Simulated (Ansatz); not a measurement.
CH5S, charge +1, singlet, geometry from GFN2-xTB; Ansatz (a program for electronic structure) with RPA/cc-pVDZ.

Input for Ansatz:
Ansatz 0.2 input:
```yaml
crystal:
  periodic: [false, false, false]
  atoms:
    - {symbol: C, position_ang: [-1.13733988, -0.15488493, 0.31956678]}
    - {symbol: S, position_ang: [0.57631004, 0.06030404, -0.26311906]}
    - {symbol: H, position_ang: [-1.76532359, 0.54315093, -0.22980945]}
    - {symbol: H, position_ang: [-1.44558655, -1.16978631, 0.07792438]}
    - {symbol: H, position_ang: [-1.21784394, 0.02192839, 1.38740599]}
    - {symbol: H, position_ang: [0.83830333, 1.23610769, 0.35754640]}
    - {symbol: H, position_ang: [1.19352933, -0.66695567, 0.69943691]}
basis:
  gaussian:
    orbitals: cc-pVDZ
total_charge: 1
magnetization: {spin_polarized: false}
correlation: {method: rpa}
```

What the program printed (banner, timings and long lists left out):

```
Functional definition: HF
541 factors; integrals over basis functions are off by at most 9.8e-4 eV
mean field evaluation 1: about -11917.2091 eV, gradient 2.8e1 eV
mean field evaluation 2: about -11917.2111 eV, gradient 2.8e1 eV
mean field evaluation 4: about -11919.3735 eV, gradient 2.2e0 eV
mean field evaluation 8: about -11919.3977 eV, gradient 4.5e-5 eV
mean field -11919.39768082 eV, -438.0297855124 hartree, gradient 2.4e-6 eV, S^2 0.000000; 0 other end points of the search recorded, 0 dependent functions left out
6 core orbitals not correlated
reference -11919.39768082 eV, -438.0297855124 hartree; 7, 7 occupied and 44, 44 virtual orbitals, 541 factors
Total energy: -11929.03761736 eV, -438.3840466458 hartree
```
